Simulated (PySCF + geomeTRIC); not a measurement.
Species: C$_{2}$H$_{6}$O$_{2}$Si, SMILES `CC(=O)[SiH2]O` (O–C–Si–O torsion 0°, C–Si–O–H torsion 0°) (charge 0, multiplicity 1).

Question: Give a relaxed geometry from PBE0-D4/def2-TZVP in PySCF + geomeTRIC.

Answer: One answer among several that fit: the end point of this relaxation, one of several conformers (outside a Z-matrix the atoms follow the SMILES, hydrogens last).
Z-matrix (Å, degrees):
```
C
O 1 1.2152
C 1 1.4967 2 122.08
H 3 1.0904 1 111.01 2 0.05
H 3 1.0947 4 110.08 1 -121.43
H 3 1.0947 4 110.08 5 -117.15
Si 1 1.9326 2 114.62 3 -179.98
O 7 1.6362 1 103.50 2 0.00
H 8 0.9663 7 110.80 1 -0.02
H 7 1.4867 8 112.00 9 -118.82
H 7 1.4867 10 108.67 8 124.28
```
